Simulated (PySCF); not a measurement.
## Ionisation energy of Cu⁺ by level of theory

Cu⁺ [Ar] 3d10 (1S) → Cu²⁺ [Ar] 3d9 (2D), as a difference of total energies. All numbers are calculated (PySCF 2.14, scalar relativity by spin-free X2C-1e, in jorge-DZP-DKH (8s6p2d1f, 43 functions)). Correlated levels: valence: [Ar] frozen. The calculations carry no spin-orbit coupling.

```
           method  ionisation energy (eV)
              UHF                  17.197
             BP86                  20.814
              PBE                  20.656
    MP2 (valence)                  19.988
SCS-MP2 (valence)                  19.643
```

Task: How much does correlation contribute at MP2 (valence)?

Result: 19.988 − (17.197) = 2.791 eV, measured against UHF.

The reference lies between the lowest fine-structure levels, while these numbers refer to the centres of the terms.

Errors of the correlated levels include the incompleteness of this basis and the frozen core.

For comparison: 20.292 eV (measured; NIST Atomic Spectra Database, ionization energies).
